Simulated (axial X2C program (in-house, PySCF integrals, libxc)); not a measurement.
Bond lengths and stretching modes, held linear, of SnOH⁻

Computed with an axial X2C code built on PySCF integrals: two-component X2C with atomic mean-field Coulomb and Gaunt terms, Gaussian nuclei, basis Sn dyall-v3z, O dyall-av3z, H dyall-v3z with contracted cores. Spin-free rows use the one-electron spin-free X2C Hamiltonian.

Masses Sn 119.902, O 15.995, H 1.008 u. States: 2c Ω = 1 (beyond evenly filled blocks: ω = -1/2, ω = 3/2); spin-free M_S = 1, Λ = 0 (beyond evenly filled blocks: π+α, π-α).

r2SCAN, spin-free: energies above the lowest point

```json
{"r(Sn–O) (Å)": "2.0056", "r(O–H) (Å)": "0.9262", "E (meV)": "32.49"}
{"r(Sn–O) (Å)": "2.0056", "r(O–H) (Å)": "0.9500", "E (meV)": "14.50"}
{"r(Sn–O) (Å)": "2.0056", "r(O–H) (Å)": "0.9737", "E (meV)": "27.70"}
{"r(Sn–O) (Å)": "2.0570", "r(O–H) (Å)": "0.9262", "E (meV)": "18.62"}
{"r(Sn–O) (Å)": "2.0570", "r(O–H) (Å)": "0.9500", "E (meV)": "0.00"}
{"r(Sn–O) (Å)": "2.0570", "r(O–H) (Å)": "0.9737", "E (meV)": "12.59"}
{"r(Sn–O) (Å)": "2.0570", "r(O–H) (Å)": "0.9975", "E (meV)": "51.64"}
{"r(Sn–O) (Å)": "2.1084", "r(O–H) (Å)": "0.9262", "E (meV)": "37.20"}
{"r(Sn–O) (Å)": "2.1084", "r(O–H) (Å)": "0.9500", "E (meV)": "17.93"}
{"r(Sn–O) (Å)": "2.1084", "r(O–H) (Å)": "0.9737", "E (meV)": "29.87"}
{"r(Sn–O) (Å)": "2.1599", "r(O–H) (Å)": "0.9500", "E (meV)": "60.51"}
{"r(Sn–O) (Å)": "2.1599", "r(O–H) (Å)": "0.9975", "E (meV)": "109.55"}
```

**Question.** Fit a quadratic surface with cubic terms in each bond: where is the minimum, and what are the two stretching wavenumbers?

**Answer.** At r2SCAN, spin-free: bonds 2.052 and 0.952 Å; harmonic stretches 478.0 and 3964.8 cm⁻¹; force constants 2.01, 8.76 and coupling -0.08 mdyn/Å.

The other levels and Hamiltonians give:

| Hamiltonian | level | r(Sn–O) (Å) | r(O–H) (Å) | lower stretch (cm⁻¹) | upper stretch (cm⁻¹) |
| --- | --- | --- | --- | --- | --- |
| 2c | PBE0 | 2.056 | 0.949 | 471.0 | 4018.6 |
| 2c | HF | 2.049 | 0.931 | 475.4 | 4263.6 |
| 2c | r2SCAN | 2.053 | 0.952 | 476.9 | 3962.7 |
| 2c | MP2 | 2.061 | 0.953 | 458.7 | 3990.6 |
| spin-free | PBE0 | 2.054 | 0.949 | 472.6 | 4021.3 |
| spin-free | HF | 2.047 | 0.931 | 477.1 | 4264.8 |
| spin-free | MP2 | 2.059 | 0.953 | 460.5 | 3992.8 |

Each state is one determinant, the lowest of a limited PBE0 search; the stretches come from a fit to these few points and carry an uncertainty of a few per cent. Other orders of the atoms were not compared. MP2 freezes inner shells (threshold -2 hartree). For an anion the highest level of a functional can be positive, and the basis then holds the extra electron. The molecule was held linear; bending was not examined, so a bent shape may lie lower. Open-shell Ω = 0 determinants with evenly filled partner blocks cannot be reached by this program, so the Ω shown need not be the lowest component. Note: several unpaired electrons, one determinant need not be a pure state.
